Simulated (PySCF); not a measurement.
Job file and geometry (Å, from GFN2-xTB) of an NMR shielding run on `InChI=1S/C6H14B2O2/c1-5(2)6(7)10-8(3)9-4/h6H,1,7H2,2-4H3/t6-/m1/s1`, GIAO PBE0/pcSseg-1 NMR shielding, non-relativistic, gas phase in PySCF; density fitting, a coarse starting grid and PySCF grid level 2 are the driver's defaults:

```
$ OMP_NUM_THREADS=1 python probes_run.py task.json out

{"job": {"kind": "nmr", "xc": "PBE0", "basis": "pcSseg-1"}, "charge": 0, "multiplicity": 1}
B      1.238269    -1.233202    -0.883688
C      0.607490    -0.691672     0.456076
O     -0.545808     0.123293     0.423838
B     -1.777874    -0.352641     0.113960
C     -2.095915    -1.883301    -0.204166
O     -2.808648     0.529668     0.085756
C     -2.617804     1.901932     0.343611
C      1.868194     0.139684     0.564019
C      3.046123    -0.426664     0.844556
C      1.728586     1.600405     0.276122
H      1.799782    -2.255076    -0.881282
H      1.118863    -0.615091    -1.867375
H      0.527369    -1.404226     1.282669
H     -3.115438    -2.014697    -0.550194
H     -1.962821    -2.500164     0.682059
H     -1.418691    -2.270085    -0.963380
H     -1.952426     2.345773    -0.401093
H     -2.179805     2.054440     1.332981
H     -3.595678     2.382149     0.295773
H      3.954479     0.152924     0.873036
H      3.136824    -1.467933     1.096121
H      2.699955     2.086564     0.225355
H      1.137341     2.064825     1.064820
H      1.195899     1.752858    -0.659194
```

Question: What does the program print?

Answer: 
```
coarse grid: 19544 points
cycle   1  E = -436.4805476437  dE =  1.170e+00  |g| = 8.098e-01  |ddm| = 4.197e+00
cycle   2  E = -436.3885952940  dE =  9.195e-02  |g| = 1.100e+00  |ddm| = 1.465e+00
cycle   3  E = -436.6088523398  dE = -2.203e-01  |g| = 1.155e-01  |ddm| = 9.188e-01
cycle   4  E = -436.6113826775  dE = -2.530e-03  |g| = 3.539e-02  |ddm| = 1.038e-01
cycle   5  E = -436.6116720679  dE = -2.894e-04  |g| = 7.053e-03  |ddm| = 3.025e-02
cycle   6  E = -436.6116823708  dE = -1.030e-05  |g| = 2.990e-03  |ddm| = 7.952e-03
cycle   7  E = -436.6116841433  dE = -1.772e-06  |g| = 7.538e-04  |ddm| = 2.582e-03
final grid: 187288 points
cycle   8  E = -436.6893549787  dE = -5.950e-05  |g| = 1.399e-02  |ddm| = 4.042e-02
cycle   9  E = -436.6893252714  dE =  2.971e-05  |g| = 1.910e-02  |ddm| = 2.227e-02
cycle  10  E = -436.6893954315  dE = -7.016e-05  |g| = 1.814e-03  |ddm| = 1.317e-02
cycle  11  E = -436.6893961193  dE = -6.878e-07  |g| = 1.865e-04  |ddm| = 1.515e-03
cycle  12  E = -436.6893961250  dE = -5.743e-09  |g| = 1.057e-04  |ddm| = 2.461e-04
cycle  13  E = -436.6893961276  dE = -2.581e-09  |g| = 3.614e-05  |ddm| = 1.129e-04
cycle  14  E = -436.6893961279  dE = -2.628e-10  |g| = 8.044e-06  |ddm| = 3.144e-05
converged SCF energy = -436.6893961279

GIAO shielding tensors (ppm)
atom      isotropic    diamagn.    paramagn.     s11        s22        s33       span
  0 B       66.179     199.363    -133.184     19.615     48.254    130.668    111.053
  1 C      103.506     245.494    -141.988     80.231    100.520    129.766     49.535
  2 O      186.023     402.156    -216.133     43.619    224.437    290.014    246.396
  3 B       71.077     196.972    -125.894     55.748     71.053     86.431     30.684
  4 C      188.003     255.746     -67.743    183.381    185.656    194.972     11.591
  5 O      228.237     392.206    -163.970    101.145    255.472    328.094    226.948
  6 C      133.604     245.636    -112.032    108.747    111.548    180.517     71.770
  7 C       50.719     264.234    -213.514    -55.282     51.003    156.437    211.719
  8 C       59.437     250.156    -190.719    -46.917     70.752    154.478    201.395
  9 C      162.336     246.669     -84.333    151.094    153.288    182.626     31.532
 10 H       27.036      33.448      -6.412     24.454     26.237     30.417      5.962
 11 H       27.637      33.156      -5.518     24.046     28.579     30.287      6.242
 12 H       26.577      33.655      -7.078     21.443     27.622     30.667      9.225
 13 H       31.460      30.036       1.423     26.587     29.400     38.391     11.804
 14 H       31.528      31.807      -0.279     27.325     29.707     37.551     10.226
 15 H       31.887      33.723      -1.836     26.906     31.684     37.069     10.163
 16 H       27.826      31.741      -3.914     23.910     26.532     33.036      9.126
 17 H       27.753      31.053      -3.301     24.058     26.215     32.985      8.928
 18 H       27.905      27.540       0.365     23.490     26.241     33.985     10.495
 19 H       25.802      29.492      -3.690     22.714     24.505     30.187      7.472
 20 H       26.757      31.166      -4.409     22.859     24.738     32.674      9.816
 21 H       29.932      29.937      -0.005     25.849     28.342     35.607      9.758
 22 H       29.236      30.805      -1.569     24.767     28.490     34.451      9.684
 23 H       29.552      31.914      -2.361     25.280     29.207     34.170      8.891
```

Size and cost of the density-fitted run: 240 basis functions, 94 s wall time on 1 thread of an Arm Neoverse N1, shared host; peak memory 1.1 GiB.
